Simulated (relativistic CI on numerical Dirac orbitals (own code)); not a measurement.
# Electric-dipole lines of Cl⁵⁺

Computed by Dirac-Coulomb-Breit CI, separate exchange-only KLI orbitals for each configuration, model QED (radiative potential, 1s self-energy scaled to tabulated hydrogen-like ionisation energies), valence Slater integrals scaled by 0.85, P86 correlation estimate, and configurations built on the next ion tied to the tabulated ionisation energy (semi-empirical) (own radial code, finite nucleus).

CI space (outside the closed core [Ne]): 3s2, 3s.3d, 3s.4s, 3s.4p, 3s.3p, 3s.4d, 3s.5s, 3s.4f, 3p2, 3d2, 3p.3d, 3p.4s, 3d.4s, 3s.5p, 3s.5d, 4s2, 3s.5f, 3s.5g. Levels of other configurations are missing.

| λ vac (nm) | Lower | Upper | A (s⁻¹) | gf | Branching (%) |
| --- | --- | --- | --- | --- | --- |
| 29.402 | 3s.3d 3D_2 [12] | 3s.5f 3F°_3 [65] | 1.11e+10 | 1.01e+00 | 71.2 |
| 29.403 | 3s.3d 3D_3 [13] | 3s.5f 3F°_4 [66] | 1.25e+10 | 1.46e+00 | 80.1 |
| 32.335 | 3s.3p 3P°_2 [4] | 3s.4s 3S_1 [22] | 1.21e+10 | 5.67e-01 | 55.6 |
| 33.026 | 3s.3d 1D_2 [14] | 3s.5f 1F°_3 [71] | 1.24e+10 | 1.41e+00 | 70.4 |
| 39.931 | 3s.3d 3D_1 [11] | 3s.4f 3F°_2 [37] | 2.33e+10 | 2.79e+00 | 83.9 |
| 39.932 | 3s.3d 3D_2 [12] | 3s.4f 3F°_3 [38] | 2.47e+10 | 4.13e+00 | 88.7 |
| 39.934 | 3s.3d 3D_3 [13] | 3s.4f 3F°_4 [39] | 2.78e+10 | 5.98e+00 | 99.8 |
| 46.087 | 3s.3d 1D_2 [14] | 3s.4f 1F°_3 [43] | 2.42e+10 | 5.39e+00 | 89.6 |
| 54.558 | 3s.3p 3P°_0 [2] | 3s.3d 3D_1 [11] | 4.92e+09 | 6.59e-01 | 55.8 |
| 54.718 | 3s.3p 3P°_1 [3] | 3s.3d 3D_2 [12] | 6.59e+09 | 1.48e+00 | 75.3 |
| 54.721 | 3s.3p 3P°_1 [3] | 3s.3d 3D_1 [11] | 3.66e+09 | 4.93e-01 | 41.5 |
| 55.057 | 3s.3p 3P°_2 [4] | 3s.3d 3D_3 [13] | 8.64e+09 | 2.75e+00 | 100.0 |
| 55.062 | 3s.3p 3P°_2 [4] | 3s.3d 3D_2 [12] | 2.16e+09 | 4.90e-01 | 24.7 |
| 56.924 | 3s.3p 1P°_1 [5] | 3s.3d 1D_2 [14] | 1.57e+10 | 3.81e+00 | 100.0 |
| 68.177 | 3s2 1S_0 [1] | 3s.3p 1P°_1 [5] | 6.41e+09 | 1.34e+00 | 100.0 |
| 90.823 | 3s.4d 1D_2 [36] | 3s.5f 1F°_3 [71] | 3.00e+09 | 2.60e+00 | 17.1 |
| 91.415 | 3s.4d 3D_2 [34] | 3s.5f 3F°_3 [65] | 2.75e+09 | 2.41e+00 | 17.6 |
| 91.423 | 3s.4d 3D_3 [35] | 3s.5f 3F°_4 [66] | 3.09e+09 | 3.48e+00 | 19.8 |
| 109.59 | 3s.4f 3F°_2 [37] | 3s.5g 3G_3 [67] | 5.18e+09 | 6.53e+00 | 90.6 |
| 109.59 | 3s.4f 3F°_3 [38] | 3s.5g 3G_4 [68] | 5.29e+09 | 8.57e+00 | 92.5 |
| 109.60 | 3s.4f 3F°_4 [39] | 3s.5g 3G_5 [69] | 5.64e+09 | 1.12e+01 | 98.6 |
| 118.03 | 3s.4f 1F°_3 [43] | 3s.5g 1G_4 [70] | 5.13e+09 | 9.64e+00 | 95.3 |
| 172.13 | 3s.4p 3P°_1 [30] | 3s.4d 3D_2 [34] | 1.04e+09 | 2.31e+00 | 16.4 |
| 173.23 | 3s.4p 3P°_2 [31] | 3s.4d 3D_3 [35] | 1.37e+09 | 4.31e+00 | 21.5 |
| 187.81 | 3s.4p 1P°_1 [32] | 3s.4d 1D_2 [36] | 7.09e+08 | 1.87e+00 | 14.5 |
| 220.45 | 3s.4s 3S_1 [22] | 3s.4p 3P°_2 [31] | 4.43e+08 | 1.61e+00 | 12.1 |
| 374.19 | 3s.5p 3P°_1 [56] | 3s.5d 3D_2 [60] | 2.84e+08 | 2.98e+00 | 5.8 |
| 376.57 | 3s.5p 3P°_2 [57] | 3s.5d 3D_3 [61] | 3.72e+08 | 5.54e+00 | 7.6 |
| 421.85 | 3s.5p 1P°_1 [58] | 3s.5d 1D_2 [63] | 2.46e+08 | 3.28e+00 | 4.1 |
| 481.42 | 3s.5s 3S_1 [45] | 3s.5p 3P°_2 [57] | 1.32e+08 | 2.30e+00 | 4.0 |

Terms are leading LS components. Brackets give the number of a level in order of energy, since labels repeat. The list gives strong lines, with weight on those to low levels, without configurations that were not tied to measured data, without lines whose two gauges differ by over a factor of 2.5, among the lowest 75 of 76 levels, so that lines to higher ones, which can be the strongest, are missing. Levels whose partners in the same complex of configurations lie outside the list can be far off, and so can their lines. Rates are taken at the computed energies, electric ones in the length gauge.

Configurations that consist of the next ion and one excited electron were tied to the tabulated ionisation energy; Rydberg ones are usually within 1,000 to 3,000 cm⁻¹ and the lowest ones within about 6,000 (9,000 in d shells), while levels on excited terms of the next ion carry the error of that term, and the other configurations can be misplaced by 10,000 cm⁻¹ or more. Rates follow the energies as ν³ (E1, M1) or ν⁵ (E2), so rates, branching and lifetimes can be off by large factors.
